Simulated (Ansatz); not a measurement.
The cluster V2O7H4⁺. Total charge 1; doublet. Geometry PBE-D4/def2-SVP, that of the neutral singlet; atoms count from 1.

```xyz
13

V     1.9130   -0.0355    0.5478
V    -0.7771   -0.0431    0.2269
O     0.5849    0.6467   -0.6027
O     2.3909    1.0271    1.6128
O     3.3352   -0.8518   -0.1642
O     0.1706   -0.7530    1.3691
O    -1.7867    0.5407   -1.7364
O    -1.9662    0.9702    1.0273
O     2.5343   -1.7748    0.5484
H    -1.9662    1.0829    1.9987
H    -2.0409   -0.2637   -2.2290
H    -1.3651   -1.4542   -0.3649
H    -1.0269    0.9086   -2.2338
```

The structure holds one bond between oxygen atoms, so isomers without such links may lie far lower. The structure comes from a short search, and lower isomers may exist.

(1) Estimate the Mulliken populations from the PBE0/def2-TZVP orbitals of Ansatz.

(2) Where does the spin sit?

(3) And the Mayer bond orders between bonded heavy atoms (over 0.3)?

Answers

(1) 
```
atom  charge (e)  spin (α − β)  d electrons
  V1        1.35         -0.11         3.16
  V2        1.19          0.00         3.13
  O3       -0.65          0.00            –
  O4       -0.33          0.07            –
  O5       -0.09          0.47            –
  O6       -0.52          0.00            –
  O7       -0.53          0.00            –
  O8       -0.57          0.00            –
  O9       -0.02          0.57            –
 H10        0.38          0.00            –
 H11        0.38          0.00            –
 H12        0.04          0.00            –
 H13        0.38          0.00            –
```
Mulliken values and Mayer orders depend strongly on the basis.

(2) Summed by element: V -0.12, O 1.11, H 0.00, of 1 unpaired in all. Largest on single atoms: O9 0.57, O5 0.47, V1 -0.11.

(3) V1–O3 0.89 (1.88 Å); V1–O4 2.22 (1.58 Å); V1–O5 0.72 (1.79 Å); V1–O6 0.63 (2.06 Å); V1–O9 0.64 (1.85 Å); V2–O3 0.98 (1.74 Å); V2–O6 1.49 (1.65 Å); V2–O7 0.35 (2.28 Å); V2–O8 1.19 (1.76 Å); O5–O9 1.31 (1.41 Å).
